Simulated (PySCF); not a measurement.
Match the calculated data to a structure.

All candidates are C4H8OSi.

* NMR, other nuclei: isotropic shieldings of nuclei other than C and H, by class: 331 (1 O), 382 (1 Si) ppm [GIAO PBE0/pcSseg-1]
* Triplet: lowest triplet excitation (Tamm–Dancoff): 5.67 eV [TDA PBE0/def2-SVPD]
* Rotational structure: rotational constants A, B, C: 7.731, 1.712, 1.582 GHz [GFN2-xTB]
* Dipole: 0.33 D [PBE0/def2-SVPD]
* UV, first state: lowest singlet excitation: 5.81 eV (213 nm, f = 0.005) [TDDFT PBE0/def2-SVPD]
* 13C NMR: chemical shifts (computed TMS as zero) by class: 55.0 (1 C), 34.0 (2 C), 6.2 (1 C) ppm [GIAO PBE0/pcSseg-1]

Gas-phase values; electronic properties from PySCF, density fitting. Levels stand in brackets. Geometry: GFN2-xTB, one conformer, isolated molecule. NMR classes are plain means over equivalent atoms (diastereotopic ones count apart unless rotation or inversion swaps them), as if these changed places fast.

Question: Which candidate is it?
A. `C=C/C=C\O[SiH3]`
B. `[SiH3]O[C@]12C[C@H]1C2`
C. `C=C1CCO[SiH2]1`

Answer: B. It is `[SiH3]O[C@]12C[C@H]1C2`. Numbering: `[SiH3:1][O:2][C@:3]12[CH2:4][C@H:5]1[CH2:6]2`. Its formula, C4H8OSi, gives 2 degrees of unsaturation: 2 rings and 0 π bonds in the structure found. 4 carbons fall into 3 classes; from least to most shielded: ring sp3 carbon bound to oxygen [C3] (55.0 ppm), three-membered-ring carbon [C4/C6] (34.0 ppm, 2 C), sp3 carbon at a ring junction [C5] (6.2 ppm). The other shieldings belong to: 331 ppm, silyl ether oxygen [O2]; 382 ppm, oxygen-bound silicon [Si1]. The optimised geometry has point group C1 and is an asymmetric top.

The others, at the same levels:
- `C=C1CCO[SiH2]1` fails: it has 4 carbon classes against 3; its computed 13C shifts are 156.7 (1 C), 132.1 (1 C), 71.3 (1 C), 41.5 (1 C) ppm, rotational constant A is 4.423 GHz (against 7.731 GHz) and smallest rotational constant is 1.909 GHz (against 1.582 GHz).
- `C=C/C=C\O[SiH3]` fails: its computed lowest singlet excitation is 5.17 eV (240 nm, f = 0.000) (against 5.81 eV), lowest triplet excitation (Tamm–Dancoff) is 3.02 eV (against 5.67 eV) and rotational constant A is 11.527 GHz (against 7.731 GHz).

Each candidate is one conformer, not necessarily the lowest. The conformers computed, where there is a choice (atom-mapped SMILES and torsion angles):
- `[SiH3:1][O:2][C@:3]12[CH2:4][C@H:5]1[CH2:6]2`: Si1–O2–C3–C4 -107°
- `[CH2:1]=[CH:2]/[CH:3]=[CH:4]\[O:5][SiH3:6]`: C1–C2–C3–C4 180°, C3–C4–O5–Si6 180°

The conformers of `C=C1CCO[SiH2]1` aren't listed.
